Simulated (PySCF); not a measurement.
**How methods differ on the excitation energy of Sb**

Sb [Kr] 4d10 5s2 5p3 (4S) → Sb [Kr] 4d10 5s1 5p3 6s1 (6S), as a difference of total energies. Computed with PySCF 2.14 in aug-cc-pwCVTZ-PP with ECP28MDF (8s7p6d4f1g, 96 functions), with a scalar-relativistic core potential. Correlated levels: valence: 4s2 4p6 4d10 frozen. The calculations carry no spin-orbit coupling.

```json
{"method": "UHF", "excitation energy (eV)": "9.705"}
{"method": "MP2 (valence)", "excitation energy (eV)": "10.770"}
{"method": "SCS-MP2 (valence)", "excitation energy (eV)": "11.158"}
{"method": "CCSD (valence)", "excitation energy (eV)": "10.897"}
{"method": "CCSD(T) (valence)", "excitation energy (eV)": "10.952"}
```

Problem. How much does correlation contribute at CCSD(T) (valence)?

Solution. 10.952 − (9.705) = 1.247 eV, measured against UHF.

The upper state lies above the first ionisation limit, but in LS coupling its spin forbids autoionisation to the ground ion; at this Z spin-orbit coupling breaks that rule. A Rydberg-like electron needs more diffuse functions than a valence basis has.

The promoted electron is Rydberg-like, and one or two diffuse shells describe it only roughly, which tends to raise the upper state.
